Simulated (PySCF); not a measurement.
C₃H₄BNO₂, SMILES C1(=O)CB(C=N1)O. Atoms are numbered in the order given.

```xyz
11

O      0.4276    -2.3907     0.0000
C      0.1460    -1.2280     0.0000
C      1.1185    -0.0533     0.0000
B      0.1443     1.1714     0.0000
O      0.4642     2.4749     0.0000
C     -1.2951     0.4882     0.0000
N     -1.2350    -0.7951     0.0000
H      1.7809    -0.1148     0.8788
H      1.7809    -0.1148    -0.8788
H     -0.2955     3.0677     0.0000
H     -2.2937     0.9546     0.0000
```
Charge 0, spin multiplicity 1.

The structure is a stationary point at PBE0-D3(BJ)/def2-SVP. The structure was generated by enumeration, and PubChem lists no compound with its InChIKey, so it may never have been made. One conformer was computed; it need not be the lowest.

Two levels are set side by side: PBE/pcSseg-1 (PySCF) and B3LYP/pcSseg-1 (PySCF). GIAO shifts against BF3 (¹¹B), H2O (¹⁷O), NH3 (¹⁵N), TMS (¹H), TMS (¹³C) at the same level; non-relativistic, no solvent, atoms listed together averaged. Differences are taken from unrounded values.

```tsv
quantity	B3LYP
δ(¹⁷O) of O1 (ppm)	643.7
δ(¹³C) of C2 (ppm)	197.8
δ(¹³C) of C3 (ppm)	22.7
δ(¹¹B) of B4 (ppm)	36.0
δ(¹⁷O) of O5 (ppm)	159.2
δ(¹³C) of C6 (ppm)	205.4
δ(¹⁵N) of N7 (ppm)	513.8
δ(¹H) of H8, H9 (ppm)	1.80
δ(¹H) of H10 (ppm)	5.71
δ(¹H) of H11 (ppm)	9.52
```

Problem. What does PBE give, and how far is it from B3LYP? (An estimate is asked for; the answer gives what the named calculation found.)

Solution. 
| quantity | PBE | PBE minus B3LYP |
|---|---|---|
| δ(¹⁷O) of O1 (ppm) | 650.6 | 7.0 |
| δ(¹³C) of C2 (ppm) | 196.2 | -1.6 |
| δ(¹³C) of C3 (ppm) | 23.0 | 0.3 |
| δ(¹¹B) of B4 (ppm) | 34.9 | -1.1 |
| δ(¹⁷O) of O5 (ppm) | 171.8 | 12.6 |
| δ(¹³C) of C6 (ppm) | 203.2 | -2.2 |
| δ(¹⁵N) of N7 (ppm) | 502.6 | -11.2 |
| δ(¹H) of H8, H9 (ppm) | 1.83 | 0.03 |
| δ(¹H) of H10 (ppm) | 5.89 | 0.18 |
| δ(¹H) of H11 (ppm) | 9.65 | 0.13 |

Rough cost on one machine, each run with all the roots and properties that it gave: B3LYP against PBE within a factor of 2.
